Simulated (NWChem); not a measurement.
MgHBr; SMILES [MgH][Br]

```xyz
3

Mg    -0.0005    -1.6247     0.0000
H     -0.0025    -3.3196     0.0000
Br     0.0004     0.7326     0.0000
```
Atoms are numbered in this order, from 1.

Level: B3LYP/6-31G* (spherical d) (NWChem), optimised geometry, unscaled harmonic frequencies. This build's default masses of Se (78.918 u) and Br (79.917 u) are each other's, which moves their modes by up to 0.6 %.

| frequency (cm⁻¹) | IR intensity (km/mol) |
|---|---|
| 384 | 420.0 |
| 1649 | 10.1 |
| 1691 | 941.1 |

| Quantity | Result |
|---|---|
| zero-point energy | 5.3 kcal/mol |
| thermal correction to the enthalpy at 298.15 K (with zero-point energy) | 7.9 kcal/mol |
| heat capacity Cv | 7.5 cal/(mol K) |
| entropy at 298.15 K and 1 atm (symmetry number 1) | 38.9 cal/(mol K) |
| dipole moment | 1.57 D |

Rigid rotor and harmonic oscillator.
